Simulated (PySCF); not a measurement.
**How methods differ on the ionisation energy of Mn⁺**

Mn⁺ [Ar] 3d5 4s1 (7S) → Mn²⁺ [Ar] 3d5 (6S), as a difference of total energies. All numbers are calculated (PySCF 2.14, the spin-free X2C one-electron Hamiltonian (Gaussian nucleus), in ANO-RCC-VTZP). Correlated levels: valence: [Ar] frozen. The calculations carry no spin-orbit coupling.

| method | ionisation energy (eV) | error (eV) |
| --- | --- | --- |
| UHF | 14.870 | -0.770 |
| MP2 (valence) | 15.305 | -0.335 |
| SCS-MP2 (valence) | 15.015 | -0.625 |
| CCSD (valence) | 15.332 | -0.308 |
| CCSD(T) (valence) | 15.347 | -0.293 |

Reference: 15.640 eV (measured; NIST Atomic Spectra Database, ionization energies).

Errors of the correlated levels include the incompleteness of this basis and the frozen core.
